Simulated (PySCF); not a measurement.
SMILES [SiH2]([SiH2][SiH](F)F)N, CAM-B3LYP/def2-SVP optimised geometry.

```
13

Si     0.63     1.79    -1.63
F      2.06     2.22    -1.02
F      0.93     0.72    -2.81
Si    -0.61     0.67     0.00
Si     0.07    -1.57     0.00
N     -0.69    -2.40     1.31
H      0.04     3.00    -2.27
H     -0.36     1.33     1.32
H     -2.06     0.80    -0.32
H      1.57    -1.57     0.00
H     -0.36    -2.22    -1.27
H     -0.71    -3.41     1.33
H     -0.65    -2.02     2.25
```

Density from CAM-B3LYP/def2-TZVP run with PySCF at that geometry.

Minimum of the electron density along straight lines between bonded atoms, close to the bond critical point (lines longer than 1.1 times the sum of covalent radii, or with two minima, are not listed):

```
bond     length / Å  ρ at the minimum / e bohr⁻³  ∇²ρ there / e bohr⁻⁵  position (fraction from the first atom)
-------  ----------  ---------------------------  --------------------  ---------------------------------------
Si1–F2        1.617                        0.134                  0.91                                     0.42
Si1–F3        1.620                        0.133                  0.90                                     0.42
Si1–Si4       2.335                        0.098                 -0.15                                     0.63
Si4–Si5       2.347                        0.096                     ?                                     0.53
Si5–N6        1.731                        0.131                  0.53                                     0.40
Si1–H7        1.482                        0.128                  0.12                                     0.49
Si4–H8        1.492                        0.118                  0.15                                     0.49
Si4–H9        1.491                        0.118                  0.15                                     0.49
Si5–H10       1.497                        0.120                  0.12                                     0.49
Si5–H11       1.488                        0.122                  0.14                                     0.49
N6–H12        1.015                        0.330                 -1.59                                     0.74
N6–H13        1.014                        0.331                 -1.59                                     0.74
```

Problem. Fill in the missing entries.

Solution. 
- Si4–Si5, ∇²ρ there / e bohr⁻⁵: -0.18
